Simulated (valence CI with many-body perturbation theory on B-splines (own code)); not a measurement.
**Ce VII: E2, M1 decay**

Method: valence CI with perturbative core correlation (CI+MBPT): six valence electrons over a frozen Dirac-Fock core [Kr] 4d10, radial functions for each j: 7 s, 7 p, 7 d, 7 f, 4 g, 2 h, with the one-electron correlation potential Σ1 (screened to all orders), the two-electron term Σ2, the three-electron term Σ3, Breit, model QED; selected single and double excitations, second order for the rest, scaled by the run's own slope (own B-spline code, finite nucleus).

With an open or low-lying f shell, different configurations can be misplaced against each other by up to about 5,000 cm⁻¹. No measured levels were compared; by estimate levels hold to about 250 cm⁻¹ or 0.2 % of their energy and the worst to 1 %, as in measured heavy ions of charge 2 to 7; those with d or f electrons hold less well. Among the levels kept, up to 960 cm⁻¹ of a level comes from second order outside the variational space, and about a tenth of that is noise between levels of different J, which matters for small intervals. Only levels of the ground parity were solved; by the run's estimate the other parity begins above the list, which can be wrong where configurations are misplaced.

Lines 1 to 50 of 120 in falling wavelength, among levels below 15.319 eV, chosen from the decays that carry over 1 % of a level's rate. Wavelengths and rates use the calculated energies, so an error of 200 cm⁻¹ moves a line at 13210 Å by 2.6 % and its rate by three times that or more. Electric multipoles are in the length gauge, E1 and E2 with the static RPA response of the core. S is in atomic units (e²a₀⁴ for E2 and M2, e²a₀⁶ for E3), for M1 in squared Bohr magnetons. Weak lines are less certain than strong ones. Lines between different terms over intervals too small for the method are left out, as are lines whose strength nearly cancels. Where a level lies close to another of its J and parity, the split of strength between their lines is uncertain.

Names give the largest LS component (configuration and term), which can be under half, so a name can repeat, a term be missing and a line seem to break the LS rules; names also repeat where a configuration has a term twice. Letters in brackets count levels of one name in rising energy.

| λ vac (Å) | Upper | Lower | Type | A (s⁻¹) | S (a.u.) |
| --- | --- | --- | --- | --- | --- |
| 77380 | 4f5s²5p³ ⁵F_4 | 4f5s²5p³ ⁵F_3 | M1 | 6.76e-02 | 1.05e+01 |
| 32530 | 4f5s²5p³ ⁵F_5 | 4f5s²5p³ ⁵F_4 | M1 | 6.22e-01 | 8.73e+00 |
| 13210 | 4f5s²5p³ ¹H_5 | 4f5s²5p³ ³F_4 [b] | M1 | 1.23e+00 | 1.16e+00 |
| 12380 | 4f5s²5p³ ³H_6 | 4f5s²5p³ ³H_5 | M1 | 4.94e+00 | 4.52e+00 |
| 12270 | 4f5s²5p³ ³F_4 [a] | 4f5s²5p³ ³F_3 [a] | M1 | 3.38e+00 | 2.08e+00 |
| 10770 | 4f5s²5p³ ³F_2 [a] | 4f5s²5p³ ³F_3 [a] | M1 | 7.54e+00 | 1.75e+00 |
| 10010 | 4f5s²5p³ ³G_5 | 4f5s²5p³ ³G_4 | M1 | 6.52e+00 | 2.66e+00 |
| 9660 | 5s²5p⁴ ³P_1 | 5s²5p⁴ ³P_0 | M1 | 1.29e+01 | 1.29e+00 |
| 8934 | 4f5s²5p³ ¹H_5 | 4f5s²5p³ ³G_4 | M1 | 1.48e+00 | 4.29e-01 |
| 8247 | 4f5s²5p³ ³F_2 [a] | 4f5s²5p³ ⁵F_1 | M1 | 3.26e+00 | 3.39e-01 |
| 7969 | 4f5s²5p³ ³F_4 [b] | 4f5s²5p³ ³F_4 [a] | M1 | 1.79e+01 | 3.02e+00 |
| 7938 | 4f5s²5p³ ³F_4 [a] | 4f5s²5p³ ⁵F_4 | M1 | 3.64e+00 | 6.08e-01 |
| 7878 | 4f5s²5p³ ³D_3 | 4f5s²5p³ ³F_2 [a] | M1 | 1.05e+01 | 1.33e+00 |
| 7632 | 4f5s²5p³ ³D_1 | 4f5s²5p³ ³F_2 [b] | M1 | 1.25e+01 | 6.20e-01 |
| 7338 | 4f5s²5p³ ³F_3 [b] | 4f5s²5p³ ³F_2 [b] | M1 | 1.00e+01 | 1.03e+00 |
| 7249 | 4f5s²5p³ ³H_5 | 4f5s²5p³ ³F_4 [a] | M1 | 1.22e+01 | 1.90e+00 |
| 7232 | 4f5s²5p³ ³D_3 | 4f5s²5p³ ³F_4 [a] | M1 | 1.09e+01 | 1.07e+00 |
| 7000 | 5s²5p⁴ ³P_0 | 5s²5p⁴ ³P_2 | E2 | 2.28e-01 | 3.43e+00 |
| 6656 | 4f5s²5p³ ³F_2 [a] | 4f5s²5p³ ⁵F_3 | M1 | 6.97e+00 | 3.81e-01 |
| 6393 | 4f5s²5p³ ³G_3 | 4f5s²5p³ ³F_3 [a] | M1 | 5.47e+00 | 3.71e-01 |
| 5856 | 4f5s²5p³ ³G_4 | 4f5s²5p³ ³F_3 [a] | M1 | 5.92e+01 | 3.96e+00 |
| 5421 | 4f5s²5p³ ³G_4 | 4f5s²5p³ ⁵F_5 | M1 | 2.84e+01 | 1.51e+00 |
| 5287 | 4f5s²5p³ ³G_5 | 4f5s²5p³ ³F_4 [a] | M1 | 4.21e+00 | 2.54e-01 |
| 5239 | 4f5s²5p³ ³G_3 | 4f5s²5p³ ⁵F_2 | M1 | 4.20e+01 | 1.57e+00 |
| 5012 | 4f5s²5p³ ³F_4 [c] | 4f5s²5p³ ³F_4 [a] | M1 | 3.94e+01 | 1.66e+00 |
| 4978 | 4f5s²5p³ ³G_3 | 4f5s²5p³ ⁵F_4 | M1 | 2.45e+01 | 7.85e-01 |
| 4971 | 4f5s²5p³ ¹H_5 | 4f5s²5p³ ³F_4 [a] | M1 | 2.02e+01 | 1.01e+00 |
| 4895 | 4f5s²5p³ ³F_2 [b] | 4f5s²5p³ ⁵F_1 | M1 | 4.87e+01 | 1.06e+00 |
| 4831 | 4f5s²5p³ ³F_4 [b] | 4f5s²5p³ ³F_3 [a] | M1 | 1.35e+01 | 5.06e-01 |
| 4677 | 4f5s²5p³ ³G_3 | 4f5s²5p³ ⁵F_3 | M1 | 7.13e+01 | 1.89e+00 |
| 4671 | 4f5s²5p³ ³D_1 | 4f5s²5p³ ³F_2 [a] | M1 | 7.90e+00 | 8.96e-02 |
| 4646 | 4f5s²5p³ ³G_4 | 4f5s²5p³ ⁵F_4 | M1 | 5.19e+01 | 1.74e+00 |
| 4559 | 4f5s²5p³ ³F_3 [b] | 4f5s²5p³ ³F_2 [a] | M1 | 3.38e+01 | 8.30e-01 |
| 4531 | 4f5s²5p³ ³F_4 [b] | 4f5s²5p³ ⁵F_5 | M1 | 1.87e+01 | 5.81e-01 |
| 4498 | 4f5s²5p³ ³D_2 | 4f5s²5p³ ³F_2 [a] | M1 | 5.64e+01 | 9.51e-01 |
| 4335 | 4f5s²5p³ ³F_3 [b] | 4f5s²5p³ ³F_4 [a] | M1 | 4.68e+01 | 9.89e-01 |
| 4289 | 4f5s²5p³ ³H_5 | 4f5s²5p³ ⁵F_5 | M1 | 1.36e+02 | 4.39e+00 |
| 4287 | 4f5s²5p³ ³F_2 [b] | 4f5s²5p³ ⁵F_3 | M1 | 1.09e+02 | 1.59e+00 |
| 4059 | 5s²5p⁴ ³P_1 | 5s²5p⁴ ³P_2 | M1 | 2.73e+02 | 2.03e+00 |
| 4021 | 4f5s²5p³ ¹P_1 | 4f5s²5p³ ⁵F_1 | M1 | 5.82e+01 | 4.21e-01 |
| 3977 | 4f5s²5p³ ³F_4 [b] | 4f5s²5p³ ⁵F_4 | M1 | 4.96e+01 | 1.04e+00 |
| 3933 | 4f5s²5p³ ³D_3 | 4f5s²5p³ ⁵F_2 | M1 | 1.49e+01 | 2.35e-01 |
| 3925 | 4f5s²5p³ ¹P_1 | 4f5s²5p³ ⁵F_2 | M1 | 9.90e+01 | 6.66e-01 |
| 3789 | 4f5s²5p³ ³H_5 | 4f5s²5p³ ⁵F_4 | M1 | 4.83e+00 | 1.07e-01 |
| 3784 | 4f5s²5p³ ³D_3 | 4f5s²5p³ ⁵F_4 | M1 | 6.25e+01 | 8.80e-01 |
| 3782 | 4f5s²5p³ ³F_4 [b] | 4f5s²5p³ ⁵F_3 | M1 | 3.42e+00 | 6.18e-02 |
| 3616 | 4f5s²5p³ ³F_2 [c] | 4f5s²5p³ ³F_3 [a] | M1 | 2.29e+01 | 2.01e-01 |
| 3608 | 4f5s²5p³ ³D_3 | 4f5s²5p³ ⁵F_3 | M1 | 1.28e+01 | 1.57e-01 |
| 3537 | 4f5s²5p³ ¹H_5 | 4f5s²5p³ ³F_3 [a] | E2 | 3.75e-01 | 2.04e+00 |
| 3516 | 4f5s²5p³ ³G_5 | 4f5s²5p³ ⁵F_5 | M1 | 1.07e+01 | 1.90e-01 |
